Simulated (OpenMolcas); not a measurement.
## 3s² 3p² along the 14-electron sequence

| Quantity | Value |
| --- | --- |
| Program | OpenMolcas 26.06 |
| Method | RASSCF |
| Basis | ANO-RCC-VQZP |
| Scalar Hamiltonian | DKH2, point nucleus |
| Spin-orbit coupling | RASSI with atomic mean-field integrals over the reference wave functions, term energies averaged over their components |

Active space for each ion: 2 electrons in 9 orbitals (RAS2 3p; RAS3 3d 4s, at most 1 electron).

Computed levels in cm-1 above ³P₀:

```
                               Level     Si     P+    S2+   Cl3+   Ar4+
                                 ³P₁   66.4    144    264    439    689
                                 ³P₂    195    419    755   1233   1890
                                 ¹D₂   8736  11611  14278  16893  19526
                                 ¹S₀  21305  28330  34682  40737  46614
weight of ³P in the lowest level (%)    100    100    100    100    100
```

Measured, with the error of the calculation in %. Measured levels: Si, P+ from NIST Handbook of Basic Atomic Spectroscopic Data; S2+ from NIST levels in Podobedova, Kelleher and Wiese, J. Phys. Chem. Ref. Data 38, 171 (2009); Cl3+ from Moore, Atomic Energy Levels, vol. I, NSRDS-NBS 35 (1971 reprint of NBS Circular 467, 1949); Ar4+ from Saloman, J. Phys. Chem. Ref. Data 39, 033101 (2010).

| Level | Si | P+ | S2+ | Cl3+ | Ar4+ |
| --- | --- | --- | --- | --- | --- |
| ³P₁ | 77.1 (-13.9) | 165 (-12.5) | 299 (-11.5) | 491 (-10.5) | 763 (-9.8) |
| ³P₂ | 223 (-12.5) | 469 (-10.7) | 833 (-9.3) | 1341 (-8.1) | 2029 (-6.9) |
| ¹D₂ | 6299 (+38.7) | 8882 (+30.7) | 11323 (+26.1) | 13766 (+22.7) | 16299 (+19.8) |
| ¹S₀ | 15394 (+38.4) | 21576 (+31.3) | 27161 (+27.7) | 32550 (+25.2) | 37912 (+23.0) |

The fine-structure level ³P₂ changes by a factor of 9.69 from Si to Ar4+. Its fourth root runs 3.74, 4.52, 5.24, 5.93, 6.59, with steps per unit of Z of 0.79, 0.72, 0.68, 0.67; equal steps would mean a (Z - σ)^4 law with constant σ.

¹D₂ changes by a factor of 2.24 over the same range, with steps per unit of Z of +2880, +2670, +2620, +2630 cm-1.

With the s shell closed, the reference lacks s² → p² mixing. Without dynamic correlation excited terms often stand tens of per cent too high (terms of higher spin than the ground term too low), and those without a measured partner can miss by more than the paired ones (holds for Si; P+). Computed and measured levels are paired by configuration, term and J; levels that our copy of the source lacks, or whose pairing is in doubt (as where it misses far off the trend of its configuration), stay unpaired and out of the deviations. Levels of configurations outside the active space are missing.
